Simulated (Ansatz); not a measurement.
Frontier orbitals of `CC[O][SbH][SiH3]`.

```xyz
14

C     2.172    0.521   -1.166
C     0.695    0.735   -0.937
O     0.441    0.663    0.450
Sb   -1.405    1.076    1.038
Si   -2.153   -1.405    1.104
H     2.752    1.290   -0.651
H     2.405    0.564   -2.233
H     2.479   -0.454   -0.781
H     0.390    1.710   -1.346
H     0.122   -0.033   -1.481
H    -0.961    0.992    2.688
H    -1.137   -2.252    1.779
H    -3.453   -1.514    1.823
H    -2.347   -1.894   -0.288
```

Charge 0, multiplicity 1. Correlated methods include outer-core shells of Sb, which these sets cover unevenly. Sb takes the def2 core potential. The geometry is a stationary point of PBE0-D4/def2-TZVP. It is one conformer, not always the lowest. Basis def2-TZVPP, Ansatz 0.2.0.

```json
{"functional": "LDA (SPW92)", "HOMO (eV)": "-5.73", "LUMO (eV)": "-2.27", "gap (eV)": "3.46"}
{"functional": "PBE", "HOMO (eV)": "-5.60", "LUMO (eV)": "-2.04", "gap (eV)": "3.56"}
{"functional": "BLYP", "HOMO (eV)": "-5.48", "LUMO (eV)": "-1.91", "gap (eV)": "3.57"}
{"functional": "r2SCAN", "HOMO (eV)": "-5.85", "LUMO (eV)": "-1.84", "gap (eV)": "4.01"}
{"functional": "B97M-V", "HOMO (eV)": "-5.96", "LUMO (eV)": "-1.94", "gap (eV)": "4.02"}
{"functional": "PBE0", "HOMO (eV)": "-6.75", "LUMO (eV)": "-1.24", "gap (eV)": "5.51"}
{"functional": "r2SCANh", "HOMO (eV)": "-6.28", "LUMO (eV)": "-1.56", "gap (eV)": "4.72"}
{"functional": "r2SCAN0", "HOMO (eV)": "-6.92", "LUMO (eV)": "-1.14", "gap (eV)": "5.78"}
{"functional": "LC-ωPBE", "HOMO (eV)": "-9.17", "LUMO (eV)": "0.86", "gap (eV)": "10.03"}
{"functional": "ωB97M-V", "HOMO (eV)": "-8.79", "LUMO (eV)": "0.51", "gap (eV)": "9.30"}
```

From PBE to PBE0 the HOMO moves by −1.16 eV and the LUMO by +0.79 eV, and with ωB97M-V by −3.19 and +2.55 eV, so the gap grows from 3.56 to 9.30 eV with exact exchange. A positive LUMO is unbound and depends on the basis.

LC-ωPBE has ω = 0.4 bohr⁻¹.
